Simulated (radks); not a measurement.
Question: All-electron atom: In X in [Kr] 4d4. Method: scalar-relativistic Kohn-Sham, r2SCAN, spin-polarised, spherical densities, finite nucleus; open shells are filled with parallel spins first (spin-orbit coupling, left out, can overturn this in heavy ions); meta-GGA in the generalised Kohn-Sham scheme; Fermi nuclear charge, rms radius 4.6156 fm; computed with a radial shooting solver on a logarithmic mesh with Libxc functionals. Some entries of the table are withheld. Estimate them.

orbital  occ.  eigenvalue (hartree)  r(max) (bohr)
1s down     1             -1028.157        0.01922
1s up       1             -1028.157        0.01922
2s up       1             -159.9296         0.1085
2s down     1             -159.8569         0.1085
2p up       3             -144.0858        0.08695
2p down     3             -144.0319        0.08693
3s up       1             -35.57248         0.3147
3s down     1             -35.55483         0.3148
3p up       3             -30.35015         0.3081
3p down     3             -30.32416         0.3082
3d up       5             -22.28558         0.2580
3d down     5             -22.23047         0.2583
4s up       1             -10.37953         0.7583
4s down     1             -10.13853         0.7556
4p up       3              -8.72561            (1)
4p down     3              -8.47910            (2)
4d up       4              -6.22433         0.8604
4d down     0              -5.97078         0.8587
5s up       0              -4.28600          1.606
5s down     0              -4.08723          1.624
5p up       0              -3.72374          1.746
5p down     0              -3.54010          1.791

Answer: 
(1) 4p up r(max) (bohr): 0.7953
(2) 4p down r(max) (bohr): 0.7930
